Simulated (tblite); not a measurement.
Compound: C7H11P2 (charge +1).
Z-matrix (Å and degrees, GFN2-xTB geometry), rows numbered from 1:
```
C 
P   1  1.8372
C   2  1.8275  1  101.53
C   3  1.3834  2  129.81  1   -60.31
C   4  1.3888  3  119.25  2   178.88
C   5  1.3885  4  121.08  3    -0.02
C   6  1.3857  5  120.63  4     0.37
C   7  1.3906  6  117.92  5    -0.19
P   8  1.7916  3  114.35  2     1.54
H   1  1.0898  2  109.49  3   -69.60
H   1  1.0895  2  108.68  3   171.79
H   1  1.0890  2  110.88  3    51.34
H   2  1.3944  1   98.13  3  -100.70
H   4  1.0799  3  120.43  2    -1.31
H   5  1.0792  4  119.46  3   179.98
H   6  1.0788  5  119.81  4  -179.93
H   7  1.0807  6  120.91  5   179.61
H   9  1.3873  8  104.71  3  -179.34
H   9  1.3732  8  117.93  3   -66.37
H   9  1.3711  8  117.80  3    67.38
```

Computed with GFN2-xTB (tblite): harmonic, unscaled wavenumbers at the GFN2-xTB geometry, gas phase. The method is semi-empirical: single wavenumbers can be off by several per cent or more. Modes of hydrogen on phosphorus can be 10 to 20 % off. One conformer, not necessarily the lowest.

Harmonic wavenumbers (cm⁻¹): 40.2, 97.4, 143.5, 152.1, 193.6, 228.6, 299.1, 361.0, 377.4, 389.0, 437.9, 455.9, 605.4, 623.8, 652.9, 665.1, 709.9, 726.2, 752.4, 766.5, 811.8, 874.9, 880.7, 920.8, 938.6, 947.1, 963.9, 991.0, 1019.6, 1070.4, 1071.9, 1125.8, 1150.2, 1179.4, 1221.1, 1314.3, 1327.0, 1395.4, 1411.9, 1415.6, 1422.0, 1551.0, 1560.2, 2301.4, 2355.7, 2424.0, 2465.1, 2999.3, 3003.7, 3008.8, 3073.4, 3087.9, 3102.7, 3112.0.

A = 1576, B = 1068, C = 688.0 MHz; mass 157.034 u (most abundant isotopes); point group C1, symmetry number 1.

**Question.** What is the zero-point energy?

**Answer.** ½Σν̃ = 33088 cm⁻¹ = 395.82 kJ/mol.

**Question.** Give the ideal-gas entropy at 273.15 K and 1 bar in the rigid-rotor, harmonic-oscillator model (classical rotation).

**Answer.** Translation 170.10, rotation 124.46, vibration 108.27: S = 402.8 J/(mol K).

**Question.** And Cp and H(273.15 K) − H(0)?

**Answer.** Cp = 161.61 J/(mol K), of which vibrations give 128.35 (their classical limit is 54 R = 449.0); H(273.15 K) − H(0) = 25.48 kJ/mol without the zero-point energy, 16.40 from vibrations.

**Question.** Blend soft modes into free rotors: weight 1/[1 + (100 cm⁻¹/ν̃)⁴] for the oscillator and the rest for a rotor with moment μB/(μ + B), μ = h/(8π²ν), B = 10⁻⁴⁴ kg m². What vibrational entropy results?

**Answer.** 101.26 J/(mol K) in place of 108.27, which changes −T·S at 273.15 K by +1.91 kJ/mol.

**Question.** Which modes carry the vibrational entropy at 273.15 K?

**Answer.** 40.2 cm⁻¹: 21.24; 97.4 cm⁻¹: 13.95; 143.5 cm⁻¹: 10.84; 152.1 cm⁻¹: 10.38; 193.6 cm⁻¹: 8.50; 228.6 cm⁻¹: 7.25 J/(mol K); the other 48 give 36.11 together.

Hindered rotation and anharmonicity are outside this model. Other conformers, if any are populated, would add a mixing term that is left out. The structure is chiral; the term R ln 2 for an equal mix with its mirror image is left out.

Time: 0.93 s wall. Hardware: Arm Neoverse V1, one thread, no GPU, shared host with 32 logical CPUs at a one-minute load of 18. This covers the Hessian and the dipole derivatives.
